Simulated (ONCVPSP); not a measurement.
**iodine: variants of one ONCV potential**

Base potential:

```json
{"Element": "iodine", "Generator": "ONCVPSP 4.0.1", "Type": "optimised norm-conserving Vanderbilt (ONCV)", "Functional": "PW91", "Relativity": "fully relativistic", "Frozen core": "[Ar] 3d10", "Valence charge": "25", "Reference configuration": "4s2 4p6 4d10 5s2 5p5", "Partial waves": "4s+5s: rc 1.40 bohr, ncon 4, nbas 8, qcut 10.6 1/bohr, 2 projectors; 4p+5p: rc 1.25 bohr, ncon 3, nbas 7, qcut 9.6 1/bohr, 2 projectors; 4d: rc 1.25 bohr, ncon 4, nbas 8, qcut 11.8 1/bohr, 2 projectors, debl 2.1 Ha", "Local potential": "polynomial inside 0.95 bohr (lpopt 2, dvloc0 0 Ha)", "Core correction": "none"}
```

Open shells are filled in proportion to 2j + 1.

All-electron outer shells of the reference configuration (PW91, scalar-relativistic, ld1.x):

```json
{"shell": "3p", "level (eV)": "-859.55", "outermost node (bohr)": "0.13", "outermost maximum (bohr)": "0.28"}
{"shell": "3d", "level (eV)": "-606.17", "outermost node (bohr)": "–", "outermost maximum (bohr)": "0.23"}
{"shell": "4s", "level (eV)": "-180.61", "outermost node (bohr)": "0.37", "outermost maximum (bohr)": "0.68"}
{"shell": "4p", "level (eV)": "-127.60", "outermost node (bohr)": "0.37", "outermost maximum (bohr)": "0.72"}
{"shell": "4d", "level (eV)": "-50.33", "outermost node (bohr)": "0.35", "outermost maximum (bohr)": "0.78"}
{"shell": "5s", "level (eV)": "-17.48", "outermost node (bohr)": "0.88", "outermost maximum (bohr)": "1.70"}
{"shell": "5p", "level (eV)": "-7.13", "outermost node (bohr)": "0.96", "outermost maximum (bohr)": "2.02"}
```

Cutoffs, loose and tight: the cutoffs (Ha) at which the residual kinetic energy of the hardest occupied pseudo-wave falls to 1 and 0.1 mHa per electron. They do not see the model core or the augmentation charge, which bear on the density cutoff. Test errors are all-electron minus pseudo excitation energies from the reference, over the configurations 4s2 4p6 4d10 5s2 5p4; 4s2 4p6 4d10 5s2 5p3; 4s2 4p6 4d10 5s2 5p2; 4s2 4p5 4d10 5s2 5p5. A dash means not determined; rows that change the core or the reference have their own tests.

A true bound ghost makes a file unfit for plane-wave use even where its test errors are small: the radial tests pick states by their node count and pass the ghost by.

```csv
change,outcome,"cutoff, loose","cutoff, tight",bound ghosts,GHOST(+) flags above zero,largest test error (meV)
base,generated,52 Ha,60 Ha,p3/2,none,-117
"core correction Teter function, fcfact 5.25, rcfact 1.3",generated,52 Ha,60 Ha,p3/2,none,-126
d: nproj 3,generated,52 Ha,60 Ha,p3/2,none,-117
d: rc 1.38,generated,50 Ha,57 Ha,p3/2,none,-126
"core [Kr] 4d10, valence charge 7; reference 5s2 5p5; waves now 5s: rc 1.45 bohr, ncon 4, nbas 9, qcut 5.5 1/bohr, 2 projectors, debl 2.7 Ha; 5p: rc 1.75 bohr, ncon 4, nbas 8, qcut 5.7 1/bohr, 2 projectors, debl 1.2 Ha; local potential polynomial inside 1.00 bohr (lpopt 5, dvloc0 0 Ha)","failed: ERROR pspot: first pseudo wave function has node, program will stop",–,–,–,–,–
d: nbas 9,generated,52 Ha,60 Ha,p3/2,none,-118
functional PBE,generated,52 Ha,60 Ha,p3/2,none,-88
```

What comes out with this change to the base: local potential polynomial inside 0.95 bohr (lpopt 2, dvloc0 -1 Ha)?

outcome: generated; cutoff, loose: 52 Ha; cutoff, tight: 60 Ha; bound ghosts: none; GHOST(+) flags above zero: none; largest test error (meV): -72.

What comes out with this change to the base: scalar-relativistic?

outcome: generated; cutoff, loose: 52 Ha; cutoff, tight: 60 Ha; bound ghosts: none; GHOST(+) flags above zero: none; largest test error (meV): -163.

What comes out with this change to the base: d: qcut 8.2?

outcome: generated; cutoff, loose: 130 Ha; cutoff, tight: 156 Ha; bound ghosts: p3/2; GHOST(+) flags above zero: none; largest test error (meV): -166.
